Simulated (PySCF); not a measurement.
Isomers of CH2N2Si. Isolated molecules, 0 K electronic values unless said otherwise. Strings in code marks are SMILES.

The T1 excitation (TDA) from two functionals at the same geometries (CAM-B3LYP-D3(BJ)/def2-TZVP), both in PySCF: PBE-D3(BJ)/def2-TZVP and CAM-B3LYP-D3(BJ)/def2-TZVP. Excitations are Tamm–Dancoff values on a coarser integration grid. The basis has no diffuse functions, so Rydberg states are missing or too high.

| species | CAM-B3LYP-D3(BJ)/def2-TZVP (eV) |
|---|---|
| `N#CN=[SiH2]` | 2.95 |
| `[H]/N=[si]1/cn1` | 2.68 |
| `[H]/N=[SiH]/C#N` | 3.28 |

**Question.** What does PBE-D3(BJ)/def2-TZVP give for each?

**Answer.** 
- `N#CN=[SiH2]`: 2.42
- `[H]/N=[si]1/cn1`: 2.51
- `[H]/N=[SiH]/C#N`: 3.09
Over these rows, drawn at random from the members with no instability flagged (it was tested for open shells, ions and some series alone), PBE minus CAM-B3LYP-D3(BJ): mean -0.30 eV, from -0.53 eV to -0.17 eV.
